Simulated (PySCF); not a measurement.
**Highest orbital energy against ionisation energy along the 5p block**

Calculated with PySCF 2.14, no spin-orbit coupling. Each cell gives −ε(HOMO) / ΔSCF in eV; NIST values include spin-orbit coupling, (s) semi-empirical, (t) theoretical.

```
                                                                                species              UHF              LDA              PBE             PBE0           r2SCAN  NIST (lowest levels)
In²⁺ (x2c-TZVPPall with one added diffuse shell each of s, p, d, f type, spin-free X2C)  26.806 / 26.661  24.556 / 28.966  24.149 / 28.545  24.986 / 28.205  24.388 / 28.239                28.044
Sn²⁺ (x2c-TZVPPall with one added diffuse shell each of s, p, d, f type, spin-free X2C)  28.793 / 28.542  26.526 / 31.172  26.085 / 30.693  26.995 / 30.355  26.252 / 30.316                30.506
Sb²⁺ (x2c-TZVPPall with one added diffuse shell each of s, p, d, f type, spin-free X2C)  24.402 / 24.113  20.574 / 24.928  20.477 / 24.698  21.634 / 24.730  20.830 / 24.829                25.323
Te²⁺ (x2c-TZVPPall with one added diffuse shell each of s, p, d, f type, spin-free X2C)  27.319 / 26.942  23.051 / 27.706  22.964 / 27.484  24.247 / 27.550  23.367 / 27.652          27.84 ± 0.04
 I²⁺ (x2c-TZVPPall with one added diffuse shell each of s, p, d, f type, spin-free X2C)  30.300 / 29.839  25.544 / 30.479  25.464 / 30.272  26.884 / 30.386  25.954 / 30.518         29.57 ± 0.025
Xe²⁺ (x2c-TZVPPall with one added diffuse shell each of s, p, d, f type, spin-free X2C)  29.996 / 29.319  25.887 / 30.807  25.701 / 30.459  27.048 / 30.474  26.008 / 30.455      31.05 ± 0.04 (s)
```

Q: How far is −ε(HOMO) from ΔSCF on average for each method, and why?

A: UHF 0.37 eV; LDA -4.65 eV; PBE -4.55 eV; PBE0 -3.32 eV; r2SCAN -4.20 eV. Hartree-Fock orbital energies lack relaxation and so exceed the ΔSCF value; semilocal functionals have convex E(N) from self-interaction, so their HOMO lies far too high; exact exchange moves hybrids part of the way back.
